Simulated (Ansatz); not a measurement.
Consider the formal exchange of groups at a C–C bond: `C=C[CH2][InH2]` + `C=[CH][AlH2]` → `C=C[C](=C)[AlH2]` + `[CH3][InH2]`.

Calculated with Ansatz (gas phase, PBE0-D4/def2-TZVP geometries, no zero-point term in ΔE). CCSD(T)/CBS is the MP2 limit (def2-TZVPP, def2-QZVPP) plus CCSD(T) − MP2 in def2-TZVPP, frozen cores. DFT in def2-TZVPP. B3LYP here is the variant with VWN-RPA as its local correlation; programs differ in this. def2 core potentials past Kr. For In outer-core shells are correlated without core-valence functions, which leaves a few kJ/mol of doubt a bond. One conformer a species, not always the lowest.

Question: Is it downhill or uphill in electronic energy at CCSD(T)/CBS, and by how much? (An estimate is asked.)

Answer: Ansatz gave: Downhill: ΔE = -0.11 eV.

Question: What do these levels give: B3LYP-D4, ωB97X-V, B2PLYP, PBE0, CCSD(T)/def2-TZVPP, SCS-MP2/def2-QZVPP? (Estimate.)

Answer: The calculation gave: B3LYP-D4 -0.23, ωB97X-V -0.19, B2PLYP -0.19, PBE0 -0.18, CCSD(T)/def2-TZVPP -0.17, SCS-MP2/def2-QZVPP -0.14 eV.

Largest T1 diagnostic among the species: 0.013.

In def2-TZVPP, CCSD(T) changes the Hartree–Fock value by +0.13 eV (the triples alone add +0.02 eV) and MP2 by +0.16 eV.
